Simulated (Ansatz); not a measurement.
Consider the substitution at a C–Ga bond: `B[NH][GaH][CH3]` + `C=C(F)S` → `C=C(F)SC` + `B[NH][GaH2]`.

Computed with Ansatz on PBE0-D4/def2-TZVP structures; ΔE is electronic, products minus reactants. CCSD(T)/CBS adds triple-zeta CCSD(T) − MP2 to the extrapolated MP2 energy (def2 sets, frozen cores). DFT in def2-TZVPP. B3LYP here is the variant with VWN-RPA as its local correlation; programs differ in this. For Ga outer-core shells are correlated without core-valence functions, which leaves a few kJ/mol of doubt a bond. Scalar relativity is left out up to krypton. One conformer a species, not always the lowest.

```tsv
level	ΔE (kJ/mol)	difference from CCSD(T)/CBS
r2SCAN-D4	31.9	-4.2
B97M-V	25.3	-10.8
PBE0-D4	30.8	-5.3
B3LYP-D4	30.6	-5.5
r2SCANh-D4	32.2	-3.9
ωB97X-V	29.3	-6.8
BLYP	30.5	-5.6
r2SCANh	32.2	-3.9
RPA@PBE/def2-TZVPP	34.1	-2.0
MP2/def2-SVP	32.0	-4.1
HF/def2-TZVPP	27.3	-8.8
MP2/def2-TZVPP	36.2	0.1
SCS-MP2/def2-TZVPP	33.4	-2.7
CCSD(T)/def2-TZVPP	35.6	-0.5
HF/def2-QZVPP	26.4	-9.7
HF/CBS(def2)	26.3	-9.8
CCSD(T)/CBS	36.1	0
```

Largest T1 diagnostic among the species: 0.013.

In def2-TZVPP, CCSD(T) changes the Hartree–Fock value by +8.2 kJ/mol (the triples alone add −0.6 kJ/mol) and MP2 by +8.8 kJ/mol. Leaving LDA and LC-ωPBE aside and taking each functional with its dispersion term where it has one, the values, not all of them listed here, spread over 7.3 kJ/mol, from B97M-V to PBE-QIDH. At CCSD(T), def2-SVP lies −6.0 kJ/mol from the extrapolated value and def2-TZVPP −0.5 kJ/mol.

CCSD(T)/CBS has its own doubt, a few kJ/mol and more with outer-core shells, so smaller differences from it don't rank the levels.
